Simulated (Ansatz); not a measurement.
Reaction (redistribution): `C[Si](F)(F)[GeH3]` + `CC[O][SnH3]` → `CCO[Si](C)(F)F` + `[GeH3][SnH3]`

Calculated with Ansatz (gas phase, PBE0-D4/def2-TZVP geometries, no zero-point term in ΔE). CBS: MP2 limit from def2 TZ/QZ plus the TZ coupled-cluster correction, frozen cores. def2 core potentials past Kr. For Ge, Sn outer-core shells are correlated without core-valence functions, which leaves a few kJ/mol of doubt a bond. Scalar relativity is left out up to krypton. Each species was taken in one conformer, which may not be the lowest.

`C[Si](F)(F)[GeH3]`:

```xyz
11

C    -0.629    0.320    1.631
Si   -0.231    0.754   -0.118
F    -1.573    1.211   -0.853
F     0.730    2.030   -0.124
Ge    0.789   -0.959   -1.417
H    -1.323   -0.523    1.670
H    -1.092    1.172    2.136
H     0.277    0.045    2.176
H    -0.134   -2.187   -1.486
H     1.070   -0.470   -2.845
H     2.115   -1.392   -0.770
```

`CC[O][SnH3]`:

Z-matrix (Å, degrees):
```
C
C 1 1.511
H 1 1.092 2 110.3
H 1 1.093 2 110.7 3 120.2
H 1 1.092 2 110.3 3 -119.5
O 2 1.408 1 109.1 3 59.7
H 2 1.102 1 109.5 3 -61.9
H 2 1.102 1 109.5 3 -178.6
Sn 6 1.967 2 118.9 1 179.9
H 9 1.709 6 107.5 2 -60.2
H 9 1.709 6 107.5 2 59.2
H 9 1.699 6 103.9 2 179.5
```

`CCO[Si](C)(F)F`:

Z-matrix (Å, degrees):
```
C
C 1 1.510
H 1 1.093 2 110.0
H 1 1.092 2 110.5 3 119.7
H 1 1.092 2 111.1 3 -120.0
O 2 1.422 1 111.4 3 -177.1
H 2 1.096 1 110.8 3 60.1
H 2 1.093 1 110.6 3 -58.9
Si 6 1.612 2 127.3 1 -90.7
C 9 1.832 6 110.4 2 -175.2
F 9 1.592 6 109.6 2 -52.3
F 9 1.592 6 110.5 2 62.0
H 10 1.092 9 110.6 6 -179.4
H 10 1.092 9 110.4 6 -59.4
H 10 1.092 9 110.5 6 60.4
```

`[GeH3][SnH3]`:

Cartesian coordinates in Å:
```
Ge -1.203 0.481 -0.254
Sn 1.162 -0.465 0.245
H -1.884 0.937 1.047
H -2.082 -0.594 -0.914
H -1.109 1.686 -1.205
H 1.060 -1.786 1.322
H 1.909 -0.996 -1.195
H 2.147 0.736 0.955
```

```tsv
species	CCSD(T)/CBS(def2) energy (Eh)
`C[Si](F)(F)[GeH3]`	-2606.59040
`CC[O][SnH3]`	-370.09955
`CCO[Si](C)(F)F`	-683.02458
`[GeH3][SnH3]`	-2293.72326
```

(1) Work out ΔE.

Largest T1 diagnostic among the species: 0.013.

Answers

(1) ΔE = (-683.02458) + (-2293.72326) − (-2606.59040) − (-370.09955) = -0.05789 Eh = -152.0 kJ/mol.

From PBE to PBE0 (25 % exact exchange), in def2-TZVPP and without D4, ΔE moves by −13.0 kJ/mol. In def2-TZVPP, CCSD(T) changes the Hartree–Fock value by +16.0 kJ/mol (the triples alone add +4.0 kJ/mol) and MP2 by +13.1 kJ/mol.
